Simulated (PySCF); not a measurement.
Gas-phase XPS of (BeSe)4 ring, computed

Species: (BeSe)4 ring, Be4Se4.
Structure used (PBE0-D3(BJ)/def2-SVP), in Å, numbered top down from 1:
```
atom  x, y, z in Å
Be1   -0.0209   -1.8937    0.2420
Se2    1.5428   -1.6815    1.5094
Be3    1.8504    0.0156    0.4474
Se4    2.0397    1.7179   -0.6331
Be5    0.0544    1.8714   -0.2652
Se6   -1.9313    1.8910    0.1299
Be7   -1.8160   -0.0401   -0.4679
Se8   -1.5809   -1.9663   -1.0461
```

Computed with PySCF, delta-SCF UKS SCAN, pcX-2 on the ionised atom, pcseg-1 elsewhere, spin-free X2C. Each binding energy is the total energy of the core-ionised species, with the hole localised on one atom, minus that of the ground state; both are solved self-consistently, so orbital relaxation is included.

Give the core binding energies atom by atom.

```tsv
atom(s)	bonded to	level	binding energy (eV)	count
Be1/Be3/Be5/Be7	2 Se	Be 1s	120.88	4
```

Which photon energy gives electrons from Be 1s of Be1/Be3/Be5/Be7 a kinetic energy of 50 eV, and what is their de Broglie wavelength?

hν = 120.88 + 50 = 170.88 eV, recoil neglected; λ = 12.264 Å/√(E/eV) = 1.73 Å.

What is the longest wavelength that can ionise Be 1s of Be1/Be3/Be5/Be7 vertically?

λ = hc/E = 12398.42 eV Å / 120.88 eV = 102.568 Å.

Atoms equivalent by their bonding share one computed value, that of the first of them. No level of selenium is listed. Isolated species at its PBE0-D3(BJ)/def2-SVP geometry, gas phase.
